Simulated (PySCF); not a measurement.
# One molecule, several mistakes: BCFH4

Calculated results; nothing here was measured. The program is PySCF 2.14.0, an open-source quantum chemistry code, run on an isolated molecule that a program drew, which may never have been made. The molecule is BCFH4 (charge 0, singlet), drawn as the SMILES string `CBF`.

Each row is a Hartree-Fock (HF) and frozen-core CCSD(T) single point in the cc-pVDZ basis, meant for a local HF minimum. Run 1 is clean. Each other run has one planted mistake out of seven kinds, and not every kind appears here: one electron removed, one electron added, multiplicity raised by two, geometry at a saddle point, minimal basis STO-3G, one bond length entered in bohr, all coordinates scaled. The reference is restricted for singlets and unrestricted otherwise, and also for a bond in bohr. Adding or removing an electron swaps singlet and doublet. Electrons count all cores. HOMO and LUMO are orbital energies over both spins, the gradient is its largest component, and the lowest frequency (negative if imaginary) is given only where the gradient is small. Bond lengths are over the 6 bonds as drawn. T1 is the CCSD diagnostic: over 0.02 (restricted) or 0.045 (unrestricted) a single reference is doubtful.

Geometry of the clean run:
```xyz
7
BCFH4, angstrom
C    -0.7511   -0.3036    1.0272
B     0.2068   -0.7104    2.1975
F    -0.1758   -1.6105    3.1029
H    -1.7112   -0.8218    1.0526
H    -0.9293    0.7773    1.0553
H    -0.2644   -0.5031    0.0658
H     1.3069   -0.2492    2.3416
```

| run | electrons | basis functions | <S^2> | HOMO (eV) | LUMO (eV) | gradient (hartree/bohr) | lowest frequency (cm^-1) | mean bond (Å) | longest bond (Å) | T1 | HF (hartree) | CCSD(T) (hartree) | mistake |
|---|---|---|---|---|---|---|---|---|---|---|---|---|---|
| 1 | 24 | 62 | 0.000 | -12.67 | 3.48 | 3.4e-05 | 55 | 1.2306 | 1.566 | 0.0128 | -164.38483 | -164.84205 | no fault |
| 2 | 24 | 62 | 2.016 | -5.82 | -2.44 | 8.7e-02 | - | 1.2306 | 1.566 | 0.0275 | -164.14375 | -164.60604 | multiplicity raised by two |
| 3 | 23 | 62 | 0.772 | -21.98 | -10.12 | 1.2e-01 | - | 1.2306 | 1.566 | 0.0321 | -163.96586 | -164.41283 | ? |
| 4 | 24 | 62 | 0.000 | -12.69 | 3.66 | 1.8e-02 | - | 1.2060 | 1.535 | 0.0124 | -164.38232 | -164.83728 | ? |

**Which mistake was planted in run 3, and what did it cost?**

It counts 23 electrons, one fewer than the clean run, at the same geometry and basis. So the mistake is: one electron removed. Subtracting run 1 and multiplying by 627.51 kcal/mol a hartree, the energy moved by 262.9 kcal/mol in HF and 269.3 kcal/mol in CCSD(T).

**Which mistake was planted in run 4, and what did it cost?**

The mean and the longest bond both change by the same factor, 0.980, and the gradient is no longer small. So the mistake is: all coordinates scaled. Subtracting run 1 and multiplying by 627.51 kcal/mol a hartree, the energy moved by 1.6 kcal/mol in HF and 3.0 kcal/mol in CCSD(T).

